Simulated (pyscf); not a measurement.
This saddle point was located with ωB97X-D3(BJ)/def2-SVP in PySCF.

```xyz
6

As    -1.0750     0.9222    -0.2742
In     1.1978     0.0637     0.5911
H      1.1694     1.8185     0.2421
H     -1.4688    -0.3101    -1.0876
H      0.8980    -0.6964    -0.9767
H      2.1321    -0.6099     1.8294
```

Surface: singlet, charge 0. Lowest wavenumbers (cm⁻¹): 782i, 178, 259, 525, 549.

Q: What reaction is this the transition state of?

A: H₂As–InH₂ <-> H₂As–InH₂, a concerted two-bond exchange read from left to right: As–H, H–In broken and As–H, H–In formed. At CCSD(T)/def2-TZVPP + ΔMP2(QZVPP) it lies +65.1 kcal/mol from the left side and +65.1 kcal/mol from the right (each side as separated species at their lowest minima found). The same reactants have a lower exit, to AsH₃ + InH [singlet] (barrier +53.9 kcal/mol at ωB97M-D3(BJ)/def2-TZVP, against +65.1 kcal/mol here). This is the saddle that the search found; another between the same sides may lie lower. One closed-shell reference is unstable to symmetry breaking; treat the single-reference values with care. The CCSD(T) − MP2 part came from Ansatz, without density fitting, on the same reference. The frozen core leaves the outer d or s,p core shells of the metals and heavy elements correlated in the MP2 and CC values, and def2-TZVPP describes them poorly, which can shift differences by a few kcal/mol. Elements up to Kr have no core potential and no relativistic terms here. Elements past Kr carry the def2 core potentials, without spin-orbit coupling.
